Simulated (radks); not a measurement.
Charge is removed step by step from the 6s level of neutral lutetium, starting from [Xe] 4f14 5d1 6s2. All-electron calculation, scalar-relativistic Kohn-Sham, PBE, spin-unpolarised, spherical densities, finite nucleus; Fermi nuclear charge, rms radius 5.37 fm. Program: a radial shooting solver on a logarithmic mesh with Libxc functionals.

removed (e),E - E(0) (eV),eigenvalue (eV),E minus straight line (eV)
0,0.000,-4.658,0.000
0.125,0.622,-5.304,-0.298
0.25,1.326,-5.967,-0.515
0.375,2.114,-6.644,-0.647
0.5,2.987,-7.334,-0.695
0.625,3.947,-8.036,-0.655
0.75,4.996,-8.749,-0.527
0.875,6.134,-9.474,-0.309
1,7.364,-10.208,0.000

Removing the whole electron costs 7.364 eV by Delta-SCF, against 4.658 eV from minus the eigenvalue at the starting occupation. Slater's transition state (half an electron removed) gives 7.334 eV. Integrating minus the eigenvalue over the occupation (Janak's theorem) gives 7.367 eV. In this scalar-relativistic scheme the density is built from large components alone, so the theorem holds only approximately. The mean slope of the eigenvalue, de/dn, is 5.55 eV per electron.
